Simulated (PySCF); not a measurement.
Vertical excitations of a molecule C4H4BFO from PySCF with TDA-B3LYP/def2-SVPD, as energy in eV (oscillator strength): 3.78 (0.002), 3.91 (0.024), 4.92 (0.003), 5.64 (0.012), 6.11 (0.003), 6.25 (0.020), 6.45 (0.019), 6.80 (0.216), 7.08 (0.001), 7.29 (0.002). Lowest triplet (TDA): 3.14 eV. Coordinates come from a B3LYP-D3(BJ)/def2-SVP optimisation. Other conformers were not sampled.

Task: Which structure fits?
A) C=C=C1COB1F
B) O=CB1C=C(F)C1
C) C#CB(F)C(C)=O
D) C#C[C@@H]1CB(F)O1

Result: C, C#CB(F)C(C)=O
